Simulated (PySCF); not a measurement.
## Electron correlation in C²⁺ (carbon, charge +2)

[He] 2s2, closed-shell 1S. Calculation: PySCF 2.14, in cc-pVTZ-DK (4s3p2d1f, 30 functions); scalar relativity by spin-free X2C-1e. Frozen: 1s2; 2 electrons correlated.

Total MP2 correlation energy: -42.99 mhartree.

Same-spin part 0.00 and opposite-spin part -42.99 mhartree; SCS-MP2 scales them by 1/3 and 6/5 to -51.59 mhartree.

With two correlated electrons CCSD is exact within the correlated space (frozen core and kept virtual orbitals).

| level | correlation energy (mhartree) |
| --- | --- |
| CCSD | -72.84 |

Diagnostics: T1 = 0.0085, D1 = 0.0120, largest double amplitude 0.155.

Task: Is a single reference adequate?

Result: Not fully. A double-excitation amplitude exceeds 0.15, a sign of near-degeneracy.
